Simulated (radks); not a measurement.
Values are calculated unless marked as measured or tabulated.
All-electron atom: Tm2.5+ in [Xe] 4f11 5d1.5 (fractional occupations, a model configuration). Level of theory: Dirac Kohn-Sham, LDA (Slater exchange, Perdew-Wang correlation), spin-unpolarised, spherical densities, finite nucleus; open shells are shared between the two j in proportion to 2j + 1; Fermi nuclear charge, rms radius 5.2256 fm (a radial shooting solver on a logarithmic mesh with Libxc functionals).

Spin-orbit splittings of the eigenvalues, e(l+1/2) - e(l-1/2), with zeta = 2 splitting/(2l+1) and mean radii in bohr:

| shell | occ. | splitting (eV) | zeta (eV) | <r> j=l-1/2 | <r> j=l+1/2 |
|---|---|---|---|---|---|
| 2p | 6 | 978.9 | 652.6 | 0.07010 | 0.07749 |
| 3p | 6 | 206.6 | 137.7 | 0.2104 | 0.2243 |
| 3d | 10 | 45.17 | 18.07 | 0.1974 | 0.2017 |
| 4p | 6 | 47.16 | 31.44 | 0.5049 | 0.5367 |
| 4d | 10 | 8.639 | 3.456 | 0.5616 | 0.5726 |
| 4f | 11 | 1.346 | 0.3845 | 0.7124 | 0.7234 |
| 5p | 6 | ? | ? | 1.323 | 1.421 |
| 5d | 1.5 | 0.5758 | 0.2303 | 2.027 | 2.073 |

Estimate the 5p splitting.

Answer. 6.627 eV (zeta = 4.418 eV).
